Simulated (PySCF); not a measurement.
How methods differ on the ionisation energy of Tc

Tc [Kr] 4d5 5s2 (6S) → Tc⁺ [Kr] 4d5 5s1 (7S), as a difference of total energies. Computed with PySCF 2.14 in x2c-SVPall, with scalar relativity by spin-free X2C-1e. Correlated levels: valence: [Kr] frozen. The calculations carry no spin-orbit coupling.

```
           method  ionisation energy (eV)
              UHF                   5.568
            M06-L                   7.379
             PBE0                   6.803
    MP2 (valence)                   6.480
SCS-MP2 (valence)                   6.669
```

Errors of the correlated levels include the incompleteness of this basis and the frozen core.

MP2 underrates the near-degeneracy of ns² with np² in the lower species.

**Question.** Which method comes closest to the reference value, and which is furthest?

**Answer.** The reference is 7.119 eV (measured; NIST Atomic Spectra Database, ionization energies). Closest: M06-L (error 0.260 eV); furthest: UHF (error -1.551 eV).
